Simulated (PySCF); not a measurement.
**SMILES C#C[Si@H]1COCO1, C₄H₆O₂Si**

Cartesian coordinates in Å; atom numbers follow the order of the lines, from 1:
```xyz
13

C     3.243   -0.013    0.690
C     2.140   -0.166    0.199
Si    0.493   -0.461   -0.537
C    -0.823   -1.009    0.737
O    -1.930   -0.156    0.375
C    -1.454    1.112   -0.033
O    -0.330    0.959   -0.897
H     4.212    0.131    1.119
H     0.655   -1.293   -1.747
H    -0.510   -0.817    1.775
H    -1.178   -2.039    0.664
H    -2.263    1.600   -0.579
H    -1.153    1.712    0.841
```

Level of theory: PySCF, UKS B3LYP/6-31+G* four-point reorganisation energy, gas phase. Geometry: B3LYP/6-31+G*.

The conformer changes in this relaxation, which adds to the reorganisation energy.

Problem. What is the inner reorganisation energy for hole transfer, with the ionisation energy?

Solution. λ = 0.579 (surface of the oxidised species) + 1.107 (surface of the starting species) = 1.686 eV. The ionisation energy is 9.69 eV vertical and 9.11 eV adiabatic without zero-point energy; at the relaxed geometry of the oxidised species the two energies differ by 8.00 eV. Largest bond changes: Si3–C4 1.911 → 2.185 Å, C4–O5 1.444 → 1.341 Å, O5–C6 1.414 → 1.475 Å, C2–Si3 1.828 → 1.772 Å, O7–Si3 1.681 → 1.655 Å. ⟨S²⟩ of the relaxed oxidised species 0.754.
